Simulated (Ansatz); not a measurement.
Two members of one family (Series AlX3), computed with Ansatz in the gas phase; def2 core potentials for I, no spin–orbit coupling. The two geometries come from different levels. Binding counts from free atoms in the multiplicity of their measured ground term, without zero-point energy. A dash marks a value that wasn't run or was left out as unsound. The structures are stationary points that may keep the symmetry of their start.

First: AlCl3 (singlet, charge 0, PBE-D4/def2-TZVP geometry).

```xyz
4

Al    0.000    0.000    0.000
Cl    1.230   -0.668    1.545
Cl   -2.011   -0.548   -0.043
Cl    0.781    1.216   -1.502
```

| level | HOMO (eV) | LUMO (eV) | gap (eV) | vertical IE (eV) | vertical triplet (eV) | binding per atom (eV) |
| --- | --- | --- | --- | --- | --- | --- |
| PBE-D4/def2-SVP | -7.77 | -2.02 | 5.75 | – | – | 3.38 |
| PBE-D4/def2-TZVP | -7.96 | -2.24 | 5.72 | 10.85 | 5.62 | 3.36 |
| r2SCAN-D4/def2-TZVP | -8.34 | -1.80 | 6.53 | 11.14 | 6.05 | 3.42 |
| PBE0-D4/def2-SVP | -9.25 | -1.21 | 8.04 | – | – | 3.34 |
| PBE0-D4/def2-TZVP | -9.39 | -1.39 | 8.00 | 11.43 | 6.27 | 3.34 |

Second: AlI3 (singlet, charge 0, r2SCAN-D4/def2-SVP geometry).

```csv
atom,x (Å),y (Å),z (Å)
Al1,0.0002,0.0001,-0.0003
I2,-2.0569,0.0968,-1.3444
I3,1.5380,1.9181,0.0334
I4,0.5187,-2.0151,1.3112
```

**Question.** What does the change do? Estimate second minus first.

**Answer.** 
```tsv
level	Δ HOMO (eV)	Δ LUMO (eV)	Δ gap (eV)	Δ vertical IE (eV)	Δ vertical triplet (eV)	Δ binding per atom (eV)
PBE-D4/def2-SVP	1.21	-0.64	-1.85	–	–	-0.94
PBE-D4/def2-TZVP	1.34	-0.48	-1.82	-1.91	-1.77	-0.92
r2SCAN-D4/def2-TZVP	1.42	-0.61	-2.03	-1.95	-1.87	-0.96
PBE0-D4/def2-SVP	1.53	-0.75	-2.28	–	–	-0.92
PBE0-D4/def2-TZVP	1.65	-0.59	-2.24	-2.03	-1.93	-0.91
```
